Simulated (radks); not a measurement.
Results of a calculation; reference values are marked as such.
Species: Nb28+. Configuration: [Ne] 3s2 3p1 (the NIST ground configuration).

Level of theory: Dirac Kohn-Sham, BLYP, spin-unpolarised, spherical densities, finite nucleus; open shells fill j = l - 1/2 first; Fermi nuclear charge, rms radius 4.324 fm (a radial shooting solver on a logarithmic mesh with Libxc functionals).

Energy parts (eV):
part                       energy
total                  -88587.145
kinetic                 92202.443
electron-nucleus      -192612.102
Hartree                 13866.440
exchange-correlation    -2043.927

Orbitals (lengths in bohr, moments of r in powers of bohr):
orbital,occ.,eigenvalue (eV),<r^4>
1s1/2,2,-20228.51,7.966e-06
2s1/2,2,-3987.622,0.001371
2p1/2,2,-3788.021,0.0009014
2p3/2,4,-3689.136,0.0009979
3s1/2,2,-1539.639,0.04031
3p1/2,1,-1471.055,0.03637
3p3/2,0,-1447.317,0.03879

The highest occupied level is 3p1/2 at -1471.1 eV. For comparison, the ionisation energy in NIST's Atomic Spectra Database is 1488 eV (semi-empirical). In exact Kohn-Sham theory the highest level is minus the ionisation energy, but local and semilocal functionals leave it too shallow, through self-interaction and a potential that decays too fast; potentials with the right tail come closer.

Beside tabulated values, note that spin-unpolarised runs miss the spin-polarisation part of the exchange energy of open shells.
